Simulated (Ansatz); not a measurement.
Ansatz (a program for electronic structure) input:

Ansatz 0.2 input:
```yaml
crystal:
  periodic: [false, false, false]
  atoms:
    - {symbol: Sb, position_ang: [-0.00000000, -0.00000000, -1.24397196]}
    - {symbol: Sb, position_ang: [0.00000000, 0.00000000, 1.24397196]}
basis:
  gaussian:
    orbitals: def2-SVPD
magnetization: {spin_polarized: false}
correlation: {method: ccsd_t, electrons: outside_noble_gas}
output: {forces: true}
```

### Question
Which total energy does the run end on?

### Answer
-478.74520 Eh (CCSD(T)/def2-SVPD). The basis has 64 functions.
